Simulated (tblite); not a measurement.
C₇H₇FN (doublet state).
Z-matrix (Å and degrees, GFN2-xTB geometry), rows numbered from 1:
```
N 
C   1  1.2702
C   2  1.4417  1  129.72
C   3  1.4209  2  122.55  1    -3.96
C   4  1.3485  3  121.99  2   179.02
C   5  1.4893  4  121.77  3    -3.50
F   6  1.3965  5  110.38  4   134.28
C   6  1.4894  5  113.55  4     9.65
C   8  1.3485  6  121.60  5    -9.60
H   1  1.0191  2  115.10  3     0.77
H   2  1.0880  1  115.07  3   179.12
H   4  1.0816  3  118.72  2    -2.97
H   5  1.0787  4  121.97  3   176.85
H   6  1.1102  5  109.27  4  -112.73
H   8  1.0788  6  116.34  5   170.74
H   9  1.0810  3  117.96  2     2.69
```

Method: GFN2-xTB as coded in tblite; computed harmonic values from a numerical Hessian at the method's own geometry, unscaled. Errors from tens to a few hundred cm⁻¹ against measured bands are possible. One conformer, not necessarily the lowest. Open shells enter through the occupations alone, without spin polarisation, and single modes of such species can be off by tens of per cent.

Harmonic wavenumbers (cm⁻¹): 52.5, 104.6, 205.7, 216.7, 298.9, 361.5, 399.9, 428.7, 541.1, 576.5, 594.4, 700.3, 756.3, 768.9, 795.0, 870.6, 903.8, 913.0, 946.4, 991.7, 1038.6, 1062.9, 1125.7, 1166.5, 1183.3, 1227.4, 1231.3, 1255.4, 1292.2, 1364.5, 1388.5, 1396.8, 1526.0, 1570.3, 1637.4, 2740.7, 2993.5, 3063.7, 3073.1, 3100.8, 3102.0, 3319.6.

A = 4571, B = 980.4, C = 831.0 MHz; mass 124.056 u (most abundant isotopes); point group C1, symmetry number 1; spin multiplicity 2.

Question: What is the zero-point energy?

Answer: ½Σν̃ = 26143 cm⁻¹ = 74.75 kcal/mol.

Question: Entropy at 350 K, 1 bar (ideal gas, RRHO, classical rotation)?

Answer: Translation 41.18, rotation 29.32, vibration 24.55, spin (R ln 2) 1.38: S = 96.4 cal/(mol K).

Question: And Cp and H(350 K) − H(0)?

Answer: Cp = 37.63 cal/(mol K), of which vibrations give 29.68 (their classical limit is 42 R = 83.5); H(350 K) − H(0) = 7.56 kcal/mol without the zero-point energy, 4.78 from vibrations.

Question: How do the functions run with temperature in this model?

Answer: 
```csv
T (K),S (cal/(mol K)),Cp (cal/(mol K)),H − H(0) (kcal/mol),G − H(0) (kcal/mol),ln q(vib)
100,67.0,14.8,1.10,-5.60,1.01
200,79.8,23.3,2.99,-12.96,2.67
300,91.0,32.9,5.80,-21.50,4.51
500,112.0,49.7,14.16,-41.84,8.50
800,139.0,64.8,31.57,-79.62,14.60
1000,154.1,70.9,45.17,-108.97,18.46
```

q(vib) and H(0) count from the zero-point level.

Question: What must be added to the electronic energy to get the Gibbs energy at 350 K and 1 bar?

Answer: ZPE + [H(350 K) − H(0)] − T·S = 74.75 + 7.56 − 33.75 = 48.56 kcal/mol.

Hindered rotation and anharmonicity are outside this model. Other conformers, if any are populated, would add a mixing term that is left out. The structure is chiral; the term R ln 2 for an equal mix with its mirror image is left out.
